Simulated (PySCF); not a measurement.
SrF, SMILES [F][Sr], multiplicity 2.

Geometry: B3LYP-D3(BJ)/def2-TZVPD. The spin state was assumed, not searched. The def2 effective core potentials stand for the cores of Sr; spin–orbit coupling is left out.

Computed with B3LYP-D3(BJ)/def2-TZVPD run with PySCF 2.14.0.

Frequencies are harmonic and unscaled.

Computed harmonic wavenumbers and intensities:
| mode | ν (cm⁻¹) | IR (km/mol) | moving atoms (share of kinetic energy) |
|---|---|---|---|
| 1 | 487 | 84.7 | F 82 %, Sr 18 % |
